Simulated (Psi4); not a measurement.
C4H10O2, charge +1, doublet, at a GFN2-xTB geometry (a state made from the parent by changing its charge; the spin is typed, not shown lowest), with bond 9-1 at 1.5 times its length; HF/STO-3G in Psi4 1.11.

The Psi4 input:
```
memory 2 GB

molecule {
1 2
C     1.93872063    0.92530331    0.48462430
O     0.88704887    0.79947746   -0.43701396
C     0.63790846   -0.44199274   -0.96608350
C    -0.37598838   -1.26384557   -0.04832548
O    -1.59010730   -0.64014345   -0.03136742
C    -1.71570750    0.49922645    0.74757979
H     1.86858279    0.19551452    1.30005262
H     1.89829299    1.93885303    0.88120230
H     3.38599660    0.69362068   -0.26282163
H     1.53644868   -1.06164442   -1.05881100
H     0.14627399   -0.29941004   -1.93267344
H    -0.50564688   -2.24863120   -0.50265478
H     0.08568632   -1.33898574    0.94695391
H    -2.74634723    0.84400213    0.66501583
H    -1.43811675    0.32868410    1.79591410
H    -1.03387690    1.28394864    0.35895398
}

set {
  basis sto-3g
  reference uhf
  stability_analysis check
  scf_type pk
}

energy('scf')
print_variables()
```

What the program printed (banner, timings and long lists left out):

```
   => Loading Basis Set <=

    Name: STO-3G
    Role: ORBITAL
    Keyword: BASIS

         ---------------------------------------------------------
                                   SCF
               by Justin Turney, Rob Parrish, Andy Simmonett
                          and Daniel G. A. Smith
                              UHF Reference
         ---------------------------------------------------------

  ==> Geometry <==

    Molecular point group: c1
    Full point group: C1

    Geometry (in Angstrom), charge = 1, multiplicity = 2:

       Center              X                  Y                   Z               Mass
    ------------   -----------------  -----------------  -----------------  -----------------
         C            1.963189326519     0.930727964146     0.514267446693    12.000000000000
         O            0.911517566519     0.804902114146    -0.407370813307    15.994914619570
         C            0.662377156519    -0.436568085854    -0.936440353307    12.000000000000
         C           -0.351519683481    -1.258420915854    -0.018682333307    12.000000000000
         O           -1.565638603481    -0.634718795854    -0.001724273307    15.994914619570
         C           -1.691238803481     0.504651104146     0.777222936693    12.000000000000
         H            1.893051486519     0.200939174146     1.329695766693     1.007825032230
         H            1.922761686519     1.944277684146     0.910845446693     1.007825032230
         H            3.410465296519     0.699045334146    -0.233178483307     1.007825032230
         H            1.560917376519    -1.056219765854    -1.029167853307     1.007825032230
         H            0.170742686519    -0.293985385854    -1.903030293307     1.007825032230
         H           -0.481178183481    -2.243206545854    -0.473011633307     1.007825032230
         H            0.110155016519    -1.333561085854     0.976597056693     1.007825032230
         H           -2.721878533481     0.849426784146     0.694658976693     1.007825032230
         H           -1.413648053481     0.334108754146     1.825557246693     1.007825032230
         H           -1.009408203481     1.289373294146     0.388597126693     1.007825032230

  Running in c1 symmetry.

  Rotational constants: A =      0.19548  B =      0.08065  C =      0.06629 [cm^-1]
  Rotational constants: A =   5860.21271  B =   2417.88447  C =   1987.38306 [MHz]
  Nuclear repulsion =  266.732159030353444

  Charge       = 1
[...]
   @UHF iter  88:  -302.74932327822961   -5.27522e-04   1.05396e-04 ADIIS/DIIS
   @UHF iter  89:  -302.74878644710543    5.36831e-04   9.40380e-05 DIIS
   @UHF iter  90:  -302.74879125146981   -4.80436e-06   9.38720e-05 DIIS
   @UHF iter  91:  -302.74955828990954   -7.67038e-04   1.23797e-04 ADIIS/DIIS
   @UHF iter  92:  -302.74894475393046    6.13536e-04   9.46459e-05 DIIS
   @UHF iter  93:  -302.74897651115560   -3.17572e-05   9.50061e-05 DIIS
   @UHF iter  94:  -302.74797592373818    1.00059e-03   1.66986e-04 ADIIS/DIIS
   @UHF iter  95:  -302.74853821117051   -5.62287e-04   1.08526e-04 ADIIS/DIIS
   @UHF iter  96:  -302.74863909315002   -1.00882e-04   1.01706e-04 ADIIS/DIIS
   @UHF iter  97:  -302.74855370952122    8.53836e-05   1.07120e-04 ADIIS/DIIS
   @UHF iter  98:  -302.74859531369810   -4.16042e-05   1.04160e-04 ADIIS/DIIS
   @UHF iter  99:  -302.74882466464749   -2.29351e-04   9.35393e-05 DIIS
   @UHF iter 100:  -302.74837521946318    4.49445e-04   1.21855e-04 ADIIS/DIIS

PsiException: Could not converge SCF iterations in 100 iterations.

  Failed to converge.

Traceback (most recent call last):
  File "psi4", line 375, in <module>
  File "<string>", line 39, in <module>
  File "site-packages/psi4/driver/driver.py", line 533, in energy
  File "site-packages/psi4/driver/procrouting/proc.py", line 2760, in run_scf
  File "site-packages/psi4/driver/procrouting/proc.py", line 2047, in scf_helper
  File "site-packages/psi4/driver/procrouting/scf_proc/scf_iterator.py", line 93, in scf_compute_energy
  File "site-packages/psi4/driver/procrouting/scf_proc/scf_iterator.py", line 86, in scf_compute_energy
  File "site-packages/psi4/driver/procrouting/scf_proc/scf_iterator.py", line 609, in scf_iterate

psi4.driver.p4util.exceptions.SCFConvergenceError: Could not converge SCF iterations in 100 iterations.

Printing out the relevant lines from the Psithon --> Python processed input file:
    core.IO.set_default_namespace("")
    core.set_global_option("BASIS", "sto-3g")
    core.set_global_option("REFERENCE", "uhf")
    core.set_global_option("STABILITY_ANALYSIS", "check")
    core.set_global_option("SCF_TYPE", "pk")
--> energy('scf')
    print_variables()

!-------------------------------------------------------!
!                                                       !
!  Could not converge SCF iterations in 100 iterations. !
!                                                       !
!-------------------------------------------------------!
```

Convergence was not reached.
